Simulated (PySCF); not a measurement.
C4H10B, multiplicity 2. Atoms are numbered in the order given.

```xyz
15

C      2.5721    -0.0785     0.0035
C      1.0843     0.0290    -0.3347
B      0.0353    -0.0517     0.8089
C     -1.5179     0.0092     0.7132
C     -2.1455     0.0530    -0.6875
H      2.8752     0.7109     0.7090
H      2.7988    -1.0429     0.4848
H      3.2091     0.0073    -0.8917
H      0.8684     0.9854    -0.8615
H      0.7914    -0.7373    -1.0857
H     -1.8226     0.8972     1.3058
H     -1.9336    -0.8294     1.3062
H     -1.8925    -0.8491    -1.2678
H     -1.7838     0.9202    -1.2634
H     -3.2451     0.1197    -0.6476
```
Charge 0, spin multiplicity 2.

The structure is a stationary point at r2SCAN-D4/def2-SVP. The isomer is the one that the SMILES or the coordinates give; other isomers of the formula were not compared. The values are those of a single conformer.

These are PBE/def2-TZVP run with PySCF values and carry that method's errors.

ESP charges are fitted to the potential on shells at 1.4 to 2.0 van der Waals radii. Atomic charges (e):

```tsv
atom	Löwdin	ESP fit	Mulliken spin
C1	-0.31	(withheld)	-0.02
C2	-0.27	0.63	-0.04
B3	-0.26	(withheld)	0.97
C4	-0.28	0.70	-0.03
C5	-0.31	(withheld)	0.04
H6	0.12	(withheld)	0.01
H7	0.12	(withheld)	0.01
H8	0.12	(withheld)	0.01
H9	0.18	-0.06	0.02
H10	0.17	-0.07	0.03
H11	0.18	-0.09	0.00
H12	0.17	-0.11	0.00
H13	0.12	(withheld)	0.00
H14	0.12	(withheld)	0.00
H15	0.12	(withheld)	0.01
```

What belongs in the gaps? (An estimate is asked for; the answer gives what the named calculation found.)


- C1, ESP fit: -0.67
- B3, ESP fit: -0.55
- C5, ESP fit: -0.46
- H6, ESP fit: 0.15
- H7, ESP fit: 0.16
- H8, ESP fit: 0.12
- H13, ESP fit: 0.10
- H14, ESP fit: 0.09
- H15, ESP fit: 0.06

Computed Mayer and Wiberg (Löwdin basis) orders of the bonds:
```json
[
 {"bond": "C1–C2", "Mayer": "1.00", "Wiberg": "1.28"},
 {"bond": "C2–B3", "Mayer": "1.01", "Wiberg": "1.39"},
 {"bond": "B3–C4", "Mayer": "1.05", "Wiberg": "1.40"},
 {"bond": "C4–C5", "Mayer": "0.97", "Wiberg": "1.26"},
 {"bond": "C1–H6", "Mayer": "0.97", "Wiberg": "0.90"},
 {"bond": "C1–H7", "Mayer": "0.97", "Wiberg": "0.90"},
 {"bond": "C1–H8", "Mayer": "0.96", "Wiberg": "0.91"},
 {"bond": "C2–H9", "Mayer": "0.90", "Wiberg": "0.77"},
 {"bond": "C2–H10", "Mayer": "0.90", "Wiberg": "0.78"},
 {"bond": "C4–H11", "Mayer": "0.91", "Wiberg": "0.78"},
 {"bond": "C4–H12", "Mayer": "0.92", "Wiberg": "0.79"},
 {"bond": "C5–H13", "Mayer": "0.97", "Wiberg": "0.90"},
 {"bond": "C5–H14", "Mayer": "0.97", "Wiberg": "0.90"},
 {"bond": "C5–H15", "Mayer": "0.96", "Wiberg": "0.91"}
]
```
